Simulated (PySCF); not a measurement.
# Computed structure and properties of [Pb(H2O)2]2+

System: [Pb(H2O)2]2+ (singlet); start: displaced along the imaginary mode (C1). Method: PySCF 2.14.0, RKS B3LYP, Pb def2-SVP with ECP60, O def2-SVP, H def2-SVP; non-relativistic Hamiltonian with scalar-relativistic core potentials where named; density fitting; no spin-orbit coupling.

Input of the relaxation:

```python
mol = gto.M(atom='''
Pb    -0.00758     0.03324    -0.00000
O      0.04188    -0.18606     2.45469
H      0.61275     0.30850     3.08123
H     -0.48395    -0.78819     3.02368
O      0.04300    -0.18632    -2.45469
H      0.59223    -0.78351    -3.00669
H     -0.50447     0.31318    -3.09822''',
    basis={'Pb': 'def2-SVP', 'O': 'def2-SVP', 'H': 'def2-SVP'},
    ecp={'Pb': 'def2-SVP'},
    charge=2, spin=0)
mf = dft.RKS(mol, xc='B3LYP')
mf.grids.atom_grid = (50, 194)
mf = mf.density_fit()  # fitting sets: Pb def2-universal-JKFIT, O def2-universal-JKFIT, H def2-universal-JKFIT
mf.conv_tol = 1e-08; mf.max_cycle = 55
mf.kernel(dm0)  # dm0: converged density of the start geometry
# quasi-Newton relaxation in Cartesian coordinates to a largest gradient under 0.00045 Eh/bohr, steps kept in the point group
```

Run from Python with OMP_NUM_THREADS=2; the lines above give its settings. Where DIIS fails, smearing, a level shift and second-order steps follow.
It took 45 s on 2 threads of Arm Neoverse V1, on a shared host, from the converged density of the start.

Course of the relaxation:

| step | energy above end (eV) | largest force component within the symmetry (eV/Å) |
| --- | --- | --- |
| 0 | 0.3428 | 0.081 |
| 1 | 0.3384 | 0.068 |
| 2 | 0.3062 | 0.367 |
| 3 | 0.2482 | 0.264 |
| 4 | 0.2330 | 0.632 |
| 5 | 0.2179 | 0.822 |
| 6 | 0.1915 | 0.644 |
| 7 | 0.1663 | 0.288 |
| 22 | 0.0010 | 0.133 |
| 23 | 0.0006 | 0.072 |
| 24 | 0.0003 | 0.040 |
| 25 | 0.0001 | 0.042 |
| 26 | 0.0000 | 0.029 |
| 27 | 0.0000 | 0.015 |
(The steps between are left out.)

Relaxed geometry (C1):

```xyz
7

Pb   -0.2936    1.4406    0.0132
O     0.1336   -0.2137    1.6619
H     0.6246   -0.0596    2.4963
H    -0.2509   -1.1112    1.7415
O    -0.0363   -0.1966   -1.6758
H     0.4488   -1.0458   -1.6316
H    -0.3324   -0.1028   -2.6055
```

| contact | Å |
| --- | --- |
| Pb1–O2 (H2O) | 2.374 |
| Pb1–O5 (H2O) | 2.366 |

On the finer grid (75, 302):

| Property | Result |
| --- | --- |
| HOMO | -20.02 eV |
| LUMO | -13.58 eV |
| Dipole about the centre of mass | 5.34 D |
| Set of Mulliken populations of Pb1 outside the core potential | s 3.98, p 6.46, d 10.08 |
| D3(BJ) dispersion energy (not in the energies) | -0.190 eV |

| atom | Mulliken (e) | Löwdin (e) | spin (e) |
| --- | --- | --- | --- |
| Pb1 | 1.48 | 1.34 | 0.00 |
| O2 | -0.30 | 0.00 | 0.00 |
| H3 | 0.28 | 0.17 | 0.00 |
| H4 | 0.27 | 0.16 | 0.00 |
| O5 | -0.29 | 0.00 | 0.00 |
| H6 | 0.27 | 0.16 | 0.00 |
| H7 | 0.28 | 0.17 | 0.00 |

On the grid (50, 194), as all that follows. Harmonic modes: a minimum within the noise of the softest modes; lowest 42 cm⁻¹ (negative: unstable), highest 3726 cm⁻¹, zero-point energy 1.303 eV.

Taking off one H2O (charge 0, singlet; the rest: singlet) in vacuum, both parts rigid, costs 2.43 eV; the small basis without counterpoise inflates it. Parting with an electron moved from the ligand to the metal can be far cheaper, even downhill.

Rigid scan of H2O along the line from its metal:

```csv
distance to O2 (Å),energy (eV)
2.07,0.496
2.17,0.187
2.27,0.040
2.37,0.000
2.47,0.030
2.57,0.104
2.77,0.317
```

One start shape was tried, so this needn't be the lowest isomer.
